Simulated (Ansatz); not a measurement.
A basis-limit estimate, worked out

An elementary step of BH$_{5}$O$_{2}$F$_{2}$, singlet (BH₃O₂ ([OH][BH][OH]) + HF + HF → BH₂O₂F ([OH][B]([OH])[F]) + HF + H₂; B–H, H–F, H–F broken or loosened, B–F, H–H, H–F formed or tightened). “Start” and “end” are the PBE0-D4/def2-TZVP structures reached by relaxing down either side of its saddle point, with the molecules still in contact.

Program: Ansatz 0.2.0. Basis: def2-TZVPP and def2-QZVPP. Cores are frozen in the correlated methods.

Energies in eV:

| quantity | end | start |
| --- | --- | --- |
| Hartree–Fock, triple zeta (X = 3) | -10245.84674 | -10244.90733 |
| Hartree–Fock, quadruple zeta (X = 4) | -10246.33761 | -10245.38544 |
| MP2 correlation, X = 3 | -30.62107 | -30.83898 |
| MP2 correlation, X = 4 | -33.29402 | -33.52645 |
| CCSD(T) correlation, X = 3 | -32.00176 | -32.21213 |

Q: Work out the step energy at the basis limit: extrapolate Hartree–Fock as E(X) = E∞ + A exp(−7.88 √X) and the MP2 correlation as E(X) = E∞ + B X^−2.97 (the exponents that Neese and Valeev fitted for def2-TZVPP and QZVPP), then add CCSD(T) − MP2 in triple zeta.

A: Each step is linear, so take the differences first (end − start): Hartree–Fock -0.93941 (X = 3) and -0.95217 (X = 4); MP2 correlation 0.21791 and 0.23243; CCSD(T) correlation 0.21037.
Two points give E∞ = E(4) + w [E(4) − E(3)], with w = 1/(exp(7.88 (2 − √3)) − 1) = 0.1377 for Hartree–Fock and w = 1/((4/3)^2.97 − 1) = 0.7407 for the correlation.
Hartree–Fock: -0.95217 + 0.1377 × (-0.01276) = -0.9539 eV.
MP2 correlation: 0.23243 + 0.7407 × 0.01452 = 0.2432 eV.
CCSD(T) − MP2: 0.21037 − 0.21791 = -0.0075 eV.
Sum: -0.9539 + 0.2432 + (-0.0075) = -0.7182 eV, or -16.56 kcal/mol. Plain CCSD(T) in triple zeta gives -0.7290 eV, so the larger basis shifts the result by 0.0108 eV.

No T1 diagnostic of these runs exceeds 0.013.

Labels in which every atom is bracketed show which atoms are joined, not bond orders.

For scale, one of the runs: CCSD(T)/def2-TZVPP, 225 basis functions, launched by `ansatz run in.yaml --threads 4 --pin off --events-out ev --progress --plain --max-ram 9574MiB`. The run took 2.7 min on 4 CPU threads of an Intel Xeon (shared host), with 4.2 GiB of host memory at its peak.
